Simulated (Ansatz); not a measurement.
Consider the ligand exchange at the Si–C bond: `NC([SiH3])[SiH2]O` + `[OH][Ge][F]` → `[F][Ge][O][SiH3]` + `NC[SiH2]O`.

Isolated molecules relaxed with PBE0-D4/def2-TZVP in Ansatz; ΔE leaves out vibrations. CCSD(T)/CBS is the MP2 limit (def2-TZVPP, def2-QZVPP) plus CCSD(T) − MP2 in def2-TZVPP, frozen cores. DFT in def2-TZVPP. B3LYP here is the variant with VWN-RPA as its local correlation; programs differ in this. For Ge outer-core shells are correlated without core-valence functions, which leaves a few kJ/mol of doubt a bond. Scalar relativity is left out up to krypton. One conformer a species, not always the lowest.

```
             level  ΔE (kJ/mol)  difference from CCSD(T)/CBS
            PBE-D4        -89.1                         17.4
         r2SCAN-D4       -102.1                          4.4
           PBE0-D4        -96.1                         10.4
          B3LYP-D4       -107.2                         -0.7
           ωB97X-V       -105.5                          1.0
           ωB97M-V       -104.3                          2.2
            B2PLYP       -112.1                         -5.6
               PBE        -92.2                         14.3
            r2SCAN       -103.1                          3.4
              PBE0        -98.9                          7.6
             B3LYP       -112.0                         -5.5
     HF/def2-TZVPP       -134.2                        -27.7
    MP2/def2-TZVPP       -107.9                         -1.4
SCS-MP2/def2-TZVPP       -113.6                         -7.1
   CCSD/def2-TZVPP       -111.1                         -4.6
CCSD(T)/def2-TZVPP       -107.2                         -0.7
     HF/def2-QZVPP       -135.9                        -29.4
    MP2/def2-QZVPP       -108.1                         -1.6
SCS-MP2/def2-QZVPP       -113.6                         -7.1
      HF/CBS(def2)       -136.1                        -29.6
     MP2/CBS(def2)       -107.2                         -0.7
    CCSD/CBS(def2)       -110.3                         -3.8
       CCSD(T)/CBS       -106.5                            0
```

Largest T1 diagnostic among the species: 0.015.

The D4 term adds +4.8 kJ/mol with B3LYP and +2.8 kJ/mol with PBE0; it sums over pairs of atoms, weighted by their polarisabilities, and B3LYP, whose exchange is more repulsive, gets the larger term. From PBE to PBE0 (25 % exact exchange), in def2-TZVPP and without D4, ΔE moves by −6.7 kJ/mol. In def2-TZVPP, CCSD(T) changes the Hartree–Fock value by +27.0 kJ/mol (the triples alone add +3.9 kJ/mol) and MP2 by +26.3 kJ/mol.
